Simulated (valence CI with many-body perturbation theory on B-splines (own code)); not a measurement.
**Valence orbitals of Zr³⁵⁺**

Method: valence CI with perturbative core correlation (CI+MBPT): three valence electrons over a frozen Dirac-Fock core [He], radial functions for each j: 11 s, 11 p, 9 d, 7 f, 5 g, 2 h, 1 i, with the one-electron correlation potential Σ1 (screened to all orders), the two-electron term Σ2, the three-electron term Σ3, Breit, model QED; selected single and double excitations, second order for the rest (own B-spline code, finite nucleus).

No measured spectrum was set against this ion. As an estimate, large intervals hold to a few tenths of a per cent, small ones and those within an open d or f shell to about a per cent.

These are the spectroscopic orbitals of the CI (the correlating ones are not listed), shaped by the core and the other valence electrons. h is the expectation value of the core's Dirac-Fock operator, without the valence repulsion; Σ1 is computed up to l = 3 at one energy for each symmetry, that of its lowest orbital but kept below the first core excitation, so for empty shells it is not the orbital's own correlation shift; Breit and QED include the response of the core.

```tsv
Orbital	h (hartree)	Σ1 (cm⁻¹)	Breit (cm⁻¹)	QED (cm⁻¹)	⟨r⟩ (bohr)
2s1/2	-189.25	-1301	16851	16664	0.1525
3s1/2	-82.98	-315	4730	4834	0.3513
4s1/2	-46.297	-122	1899	1975	0.6354
5s1/2	-29.477	-60.4	953	997	1.002
2p1/2	-186.25	-3062	33307	-630	0.1285
3p1/2	-82.125	-676	9086	-202	0.3302
4p1/2	-45.944	-258	3672	-85.0	0.6161
5p1/2	-29.299	-127	1844	-43.4	0.9846
2p3/2	-182.41	-2660	13854	1022	0.1323
3p3/2	-80.99	-586	3725	267	0.3354
4p3/2	-45.467	-224	1591	108	0.6230
5p3/2	-29.055	-110	799	54.2	0.9930
3d3/2	-80.637	-271	322	-60.6	0.2848
4d3/2	-45.319	-114	176	-22.1	0.5742
5d3/2	-28.979	-58.6	93.9	-10.6	0.9461
3d5/2	-80.29	-257	103	106	0.2866
4d5/2	-45.172	-108	55.9	47.7	0.5764
5d5/2	-28.904	-55.6	28.7	25.0	0.9487
4f5/2	-45.135	-23.0	1.9	-18.2	0.4970
5f5/2	-28.887	-13.0	1.6	-9.1	0.8703
4f7/2	-45.063	-22.6	0.5	15.4	0.4981
5f7/2	-28.85	-12.7	0.4	8.2	0.8717
5g7/2	-28.844		0.0	-5.6	0.7619
5g9/2	-28.822		0.0	4.5	0.7628
```

Among the shells of the start configuration 2s2 2p1, Σ1 is largest in size for 2p1/2, where it is 0.0075 % of h.

Lowest root of each symmetry, sizes in configuration state functions:

```json
{"J": "1/2", "Parity": "even", "Roots": "16", "Reference": "50", "Variational": "10067", "Second order": "9768", "Change by selected CI (cm⁻¹)": "-7317", "Change by second order (cm⁻¹)": "0"}
{"J": "3/2", "Parity": "even", "Roots": "20", "Reference": "70", "Variational": "16171", "Second order": "17617", "Change by selected CI (cm⁻¹)": "-4880", "Change by second order (cm⁻¹)": "-1"}
{"J": "5/2", "Parity": "even", "Roots": "15", "Reference": "66", "Variational": "17849", "Second order": "25668", "Change by selected CI (cm⁻¹)": "-7311", "Change by second order (cm⁻¹)": "-1"}
{"J": "7/2", "Parity": "even", "Roots": "5", "Reference": "41", "Variational": "13299", "Second order": "24020", "Change by selected CI (cm⁻¹)": "-6663", "Change by second order (cm⁻¹)": "-5"}
{"J": "9/2", "Parity": "even", "Roots": "2", "Reference": "23", "Variational": "9529", "Second order": "16839", "Change by selected CI (cm⁻¹)": "-11710", "Change by second order (cm⁻¹)": "-2"}
{"J": "1/2", "Parity": "odd", "Roots": "15", "Reference": "48", "Variational": "10120", "Second order": "10964", "Change by selected CI (cm⁻¹)": "-8587", "Change by second order (cm⁻¹)": "0"}
{"J": "3/2", "Parity": "odd", "Roots": "21", "Reference": "72", "Variational": "15957", "Second order": "18573", "Change by selected CI (cm⁻¹)": "-8353", "Change by second order (cm⁻¹)": "-1"}
{"J": "5/2", "Parity": "odd", "Roots": "13", "Reference": "62", "Variational": "17151", "Second order": "27654", "Change by selected CI (cm⁻¹)": "-14109", "Change by second order (cm⁻¹)": "-1"}
{"J": "7/2", "Parity": "odd", "Roots": "6", "Reference": "43", "Variational": "14362", "Second order": "20662", "Change by selected CI (cm⁻¹)": "-9796", "Change by second order (cm⁻¹)": "-1"}
{"J": "9/2", "Parity": "odd", "Roots": "2", "Reference": "20", "Variational": "10265", "Second order": "16749", "Change by selected CI (cm⁻¹)": "-6949", "Change by second order (cm⁻¹)": "-3"}
```
